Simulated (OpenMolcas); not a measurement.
Ni II: effect of the basis set

| Item | Value |
| --- | --- |
| Program | OpenMolcas |
| Method | MS-CASPT2, IPEA 0.25 Eh, imaginary shift 0.1 Eh (closed shells correlated: 3s 3p) |
| Active space | 9 electrons in 6 orbitals (3d 4s) |
| State averaging | 2S+1 = 2 even, 29 roots; 2S+1 = 4 even, 10 roots kept (CI in the orbitals of an earlier block) |
| Spin-orbit coupling | RASSI with atomic mean-field integrals over the reference wave functions, term energies averaged over their components |

A. ANO-R1 [5s4p2d1f], X2C, finite nucleus; CASPT2 step about 7 core-seconds
B. ANO-L-VTZP [6s5p3d2f1g], non-relativistic, point nucleus; CASPT2 step roughly 11 core-seconds
C. ANO-RCC-VTZP [6s5p3d2f1g], DKH2, point nucleus; CASPT2 step of the order of 11 core-seconds
D. ANO-R2 [6s5p4d2f1g], X2C, finite nucleus; CASPT2 step about 17 core-seconds
E. ANO-RCC-VQZP [7s6p4d3f2g1h], DKH2, point nucleus; CASPT2 step roughly 30 core-seconds
F. ANO-R3 [7s5p5d3f2g1h], X2C, finite nucleus; CASPT2 step of the order of 30 core-seconds

Energies in cm-1 above 3d9 2D 5/2, the measured ground level; measured values from NIST Handbook of Basic Atomic Spectroscopic Data.

| Level | A | B | C | D | E | F | Measured |
| --- | --- | --- | --- | --- | --- | --- | --- |
| 3d9 2D 5/2 | 0.0 | 0.0 | 0.0 | 0.0 | 0.0 | 0.0 | 0.0 |
| 3d9 2D 3/2 | 1613 | 1638 | 1602 | 1613 | 1621 | 1611 | 1507 |
| 3d8 4s 4F 9/2 | 3670 | 8250 | 6090 | 6370 | 6900 | 7040 | 8394 |
| 3d8 4s 4F 7/2 | 4570 | 9170 | 6990 | 7280 | 7810 | 7950 | 9330 |
| 3d8 4s 4F 5/2 | 5350 | 9950 | 7750 | 8050 | 8590 | 8710 | 10116 |
| 3d8 4s 4F 3/2 | 5890 | 10500 | 8290 | 8590 | 9130 | 9250 | 10664 |
| 3d8 4s 2F 7/2 | 8290 | 13210 | 10970 | 11250 | 11640 | 12130 | 13550 |
| 3d8 4s 2F 5/2 | 9720 | 14660 | 12390 | 12680 | 13070 | 13550 | 14996 |
| 3d8 4s 2D 5/2 [66 %] | 18710 | 23060 | 20800 | 20770 | 21430 | 21590 |  |
| 3d8 4s 2D 3/2 | 18890 | 23370 | 21140 | 21150 | 21750 | 21910 | 23796 |
| 3d8 4s 4P 5/2 [69 %] | 21490 | 25240 | 22860 | 22790 | 23560 | 23710 |  |
| 3d8 4s 4P 3/2 | 21730 | 25320 | 22910 | 22800 | 23630 | 23780 | 24788 |
| 3d8 4s 4P 1/2 | 21990 | 25560 | 23140 | 23020 | 23860 | 24010 | 24836 |
| 3d8 4s 2P 3/2 | 25410 | 29210 | 26750 | 26890 | 27510 | 27680 | 29071 |
| 3d8 4s 2P 1/2 | 25940 | 29730 | 27260 | 27400 | 28030 | 28200 | 29593 |
| 3d8 4s 2G 9/2 | 29110 | 33010 | 30520 | 30530 | 30980 | 31290 | 32500 |
| 3d8 4s 2G 7/2 | 29110 | 33010 | 30520 | 30530 | 30980 | 31290 | 32524 |

Deviations, from unrounded energies. A percentage is the sum of absolute deviations over the sum of measured energies, with the sign that they share, or ± where signs differ.

```
                  Against measurement  Levels      A     B      C      D     E     F
       mean absolute deviation (cm-1)      14   3900   310   2100   2000  1500  1200
fine structure of the ground term (%)       1   +7.1  +8.7   +6.3   +7.0  +7.6  +6.9
             other configurations (%)      13  -20.6  ±1.6  -11.1  -10.5  -7.7  -6.6
```

B lies closest to measurement on these levels and A furthest from it. The largest miss of B in the table is 3d8 4s 4P 1/2, by +720 cm-1. The ranking rests on the paired levels alone, and a cruder setting can come out closer through cancelling errors.

Among A to F the level of the table that moves most is 3d8 4s 2F 5/2, by 4900 cm-1 (lowest in A, highest in B). Moves below CASPT2's spread within the term are not significant.

Term energies are means over components that CASPT2 splits; among the terms shown or strongly mixed into the levels shown the widest spread is 1400 cm-1 (3d8 4s 4F, F). Some levels mix across a computed gap that differs much from the measured one, so their mixing is not that of the real levels. Terms from blocks run as CI alone lack orbitals of their own. A single d shell beside an s shell can misplace configurations of different d count against each other. Measured partners are found by configuration, term and J. A level has none where our copy of the source lacks it or the pairing is in doubt (some pairs that miss far off the trend of their configuration count as doubtful), and it then counts in no deviation. Only configurations of the active space appear.

A share in square brackets marks a mixed level and gives the weight of the term that names it, the lowest over the columns.
